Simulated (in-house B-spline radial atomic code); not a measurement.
Configurations of Ge, with energies counted from [Ar] 3d10 4s2 4p2. Computed with a radial B-spline atomic code at the basis-set limit: non-relativistic BP86, spin-polarised, spherical fractional occupations, point nucleus. Shells without spins written out take the highest spin.

Occupations are held fixed; configurations that lie above the ionisation limit could autoionise.

```csv
configuration,E - E(ref) (eV),highest orbital,its <r> (bohr)
"[Ar] 3d10 4s2 4p(1 up, 1 down)",0.69268,4p up,2.887
[Ar] 3d10 4s2 4p1 5p1,5.7357,5p up,8.589
"[Ar] 3d10 4s2 4p(0 up, 1 down) 4f(1 up, 0 down)",7.0588,4f up,16.47
[Ar] 3d10 4s1 4p2 5d1,13.153,5d up,14.46
[Ar] 3d10 4s1 4p2 4f1,13.489,4f up,16.58
[Ne] 3s2 3p5 3d10 4s2 4p2 4f1,122.91,4f up,16.58
[Ne] 3s2 3p5 3d10 4s2 4p2 5f1,123.19,5f up,27.54
```

(1) Order these further configurations by energy, lowest first.
A. [Ar] 3d10 4s2 4p(0 up, 1 down) 4d(0 up, 1 down)
B. [Ne] 3s2 3p(3 up, 2 down) 3d10 4s2 4p(1 up, 1 down) 4f(0 up, 1 down)
C. [Ne] 3s2 3p5 3d10 4s2 4p2 5p1
D. [Ar] 3d10 4s2 4p1 4f1
E. [Ar] 3d9 4s2 4p2 5s1

(2) How far above the reference does [Ne] 3s2 3p5 3d10 4s2 4p3 lie?

(3) How far above the reference does [Ar] 3d10 4s(0 up, 1 down) 4p(2 up, 1 down) lie?

Results:

(1) A (6.1236 eV), D (7.0621 eV), E (35.472 eV), C (121.47 eV), B (123.85 eV).

(2) 114 eV; its least bound orbital is 4p up with <r> = 2.541 bohr.

(3) 8.2439 eV; its least bound orbital is 4p up with <r> = 2.821 bohr.
